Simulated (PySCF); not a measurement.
# SMILES O=C(O)[C@@H]1C[C@H]1CF, C5H7FO2

Molfile (atoms numbered from 1):
```
C5H7FO2
     RDKit          3D

 15 15  0  0  0  0  0  0  0  0999 V2000
    1.1204   -2.4901    1.1597 O   0  0  0  0  0  0  0  0  0  0  0  0
    1.1400   -1.4003    0.6497 C   0  0  0  0  0  0  0  0  0  0  0  0
    2.2217   -0.6068    0.6958 O   0  0  0  0  0  0  0  0  0  0  0  0
    0.0020   -0.7968   -0.0790 C   0  0  2  0  0  0  0  0  0  0  0  0
    0.2507    0.1330   -1.2421 C   0  0  0  0  0  0  0  0  0  0  0  0
   -0.2578    0.6882    0.0426 C   0  0  1  0  0  0  0  0  0  0  0  0
   -1.6832    1.1589    0.1604 C   0  0  0  0  0  0  0  0  0  0  0  0
   -1.7758    2.4806   -0.2093 F   0  0  0  0  0  0  0  0  0  0  0  0
    2.9336   -1.0506    1.1821 H   0  0  0  0  0  0  0  0  0  0  0  0
   -0.8533   -1.4580   -0.1261 H   0  0  0  0  0  0  0  0  0  0  0  0
   -0.4249    0.0641   -2.0807 H   0  0  0  0  0  0  0  0  0  0  0  0
    1.2762    0.3318   -1.5097 H   0  0  0  0  0  0  0  0  0  0  0  0
    0.4402    1.2542    0.6460 H   0  0  0  0  0  0  0  0  0  0  0  0
   -2.0448    1.1001    1.1932 H   0  0  0  0  0  0  0  0  0  0  0  0
   -2.3495    0.5996   -0.5043 H   0  0  0  0  0  0  0  0  0  0  0  0
  1  2  2  0
  2  3  1  0
  2  4  1  0
  4  5  1  0
  5  6  1  0
  6  7  1  0
  7  8  1  0
  6  4  1  0
  3  9  1  0
  4 10  1  6
  5 11  1  0
  5 12  1  0
  6 13  1  1
  7 14  1  0
  7 15  1  0
M  END
```

The calculation used PySCF 2.14.0, GIAO wB97X-D/pcSseg-1 magnetisability, rotational g tensor and spin-rotation constants, non-relativistic, gas phase. Geometry: GFN2-xTB.

(1) Give the nuclear spin-rotation constants along the inertial axes (H = +C I·J) beside the isotropic shieldings.

(2) How do the rotational constants and the g tensor change when H9, H10, H11, H12, H13, H14, H15 are replaced by deuterium?

## Answers

(1) Rotational constants 5.1722, 0.9824, 0.9473 GHz. A star marks the isotopologue with that one atom substituted, in its own axes.
| atom | isotope | Caa (kHz) | Cbb (kHz) | Ccc (kHz) | mean (kHz) | σ (ppm) |
| --- | --- | --- | --- | --- | --- | --- |
| F8 | 19F | 1.241 | 0.331 | 0.347 | 0.640 | 417.4 |
| H9 | 1H | 0.169 | -0.099 | -0.100 | -0.010 | 26.1 |
| H10 | 1H | -0.559 | -0.005 | -0.092 | -0.219 | 30.6 |
| H11 | 1H | -0.438 | -0.110 | -0.015 | -0.188 | 30.9 |
| H12 | 1H | -0.480 | 0.001 | -0.106 | -0.195 | 30.4 |
| H13 | 1H | -0.506 | -0.070 | -0.024 | -0.200 | 29.9 |
| H14 | 1H | -0.553 | -0.040 | 0.015 | -0.193 | 26.6 |
| H15 | 1H | -0.569 | -0.068 | 0.020 | -0.206 | 28.0 |
| O1 | 17O* | -2.418 | -0.560 | -0.187 | -1.055 | -108.0 |
| C2 | 13C* | 1.913 | 0.452 | 0.298 | 0.888 | 8.9 |
| O3 | 17O* | -1.549 | -0.137 | -0.168 | -0.618 | 144.2 |
| C4 | 13C* | 0.742 | 0.141 | 0.132 | 0.338 | 168.4 |
| C5 | 13C* | 0.588 | 0.147 | 0.149 | 0.294 | 169.4 |
| C6 | 13C* | 0.714 | 0.121 | 0.183 | 0.340 | 162.2 |
| C7 | 13C* | 1.108 | 0.235 | 0.275 | 0.539 | 97.4 |

For the geometry as given, no vibrational averaging.

(2) Constants 4.2695, 0.9312, 0.8993 GHz; g -0.0149, -0.0082, -0.0087, against -0.0174, -0.0088, -0.0092 before.
